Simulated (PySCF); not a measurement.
ClGeI, singlet, geometry from GFN2-xTB (core potentials on I). Base run: HF/def2-SVP (PySCF).

PySCF was given this input:
```python
from pyscf import gto, scf, solvent

mol = gto.Mole()
mol.atom = '''
    Ge    0.50513499    0.58567599    1.05588004
    Cl    1.33515396    2.03340918   -0.30675896
    I    -0.73324409   -1.00584128   -0.53911810
'''
mol.basis = 'def2-svp'
mol.ecp = {'I': 'def2-svp'}
mol.verbose = 4
mol.build()

mf = scf.RHF(mol)
mf.kernel()
mf.analyze()
```

Each row names what was changed in the base input (with any setting that the change needs).

```json
[
 {"change": "base", "ΔE vs base (kcal/mol)": "0.000", "dipole (D)": "2.07", "HOMO-LUMO gap (eV)": "9.42"},
 {"change": "model = IEF-PCM; solvent = toluene", "ΔE vs base (kcal/mol)": "___", "dipole (D)": "___", "HOMO-LUMO gap (eV)": "9.54"},
 {"change": "model = C-PCM; solvent = dichloromethane", "ΔE vs base (kcal/mol)": "-3.12", "dipole (D)": "2.83", "HOMO-LUMO gap (eV)": "9.66"},
 {"change": "model = IEF-PCM; solvent = dichloromethane; r_probe = 0.5", "ΔE vs base (kcal/mol)": "-1.37", "dipole (D)": "2.52", "HOMO-LUMO gap (eV)": "9.54"},
 {"change": "model = IEF-PCM; solvent = dimethylsulfoxide", "ΔE vs base (kcal/mol)": "-3.46", "dipole (D)": "2.93", "HOMO-LUMO gap (eV)": "9.68"},
 {"change": "model = ddCOSMO; solvent = dichloromethane", "ΔE vs base (kcal/mol)": "___", "dipole (D)": "___", "HOMO-LUMO gap (eV)": "9.71"},
 {"change": "model = IEF-PCM; solvent = dichloromethane; vdw_scale = 1.1", "ΔE vs base (kcal/mol)": "___", "dipole (D)": "___", "HOMO-LUMO gap (eV)": "9.71"},
 {"change": "model = IEF-PCM; solvent = chloroform", "ΔE vs base (kcal/mol)": "-2.44", "dipole (D)": "2.67", "HOMO-LUMO gap (eV)": "9.61"},
 {"change": "model = IEF-PCM; solvent = dichloromethane; lebedev_order = 41", "ΔE vs base (kcal/mol)": "-2.95", "dipole (D)": "2.80", "HOMO-LUMO gap (eV)": "9.64"},
 {"change": "model = COSMO; solvent = dichloromethane", "ΔE vs base (kcal/mol)": "-2.93", "dipole (D)": "2.78", "HOMO-LUMO gap (eV)": "9.64"},
 {"change": "model = IEF-PCM; solvent = dichloromethane; lebedev_order = 11", "ΔE vs base (kcal/mol)": "-2.89", "dipole (D)": "2.78", "HOMO-LUMO gap (eV)": "9.63"},
 {"change": "model = IEF-PCM; solvent = dichloromethane", "ΔE vs base (kcal/mol)": "-2.94", "dipole (D)": "2.80", "HOMO-LUMO gap (eV)": "9.64"}
]
```

**Question.** What belongs in the gaps?

**Answer.** 
- model = IEF-PCM; solvent = toluene, ΔE vs base (kcal/mol): -1.58
- model = IEF-PCM; solvent = toluene, dipole (D): 2.45
- model = ddCOSMO; solvent = dichloromethane, ΔE vs base (kcal/mol): -4.03
- model = ddCOSMO; solvent = dichloromethane, dipole (D): 2.96
- model = IEF-PCM; solvent = dichloromethane; vdw_scale = 1.1, ΔE vs base (kcal/mol): -4.19
- model = IEF-PCM; solvent = dichloromethane; vdw_scale = 1.1, dipole (D): 2.94

The base is the gas phase, so ΔE is the electrostatic part of solvation at a fixed geometry, without cavity and dispersion terms.
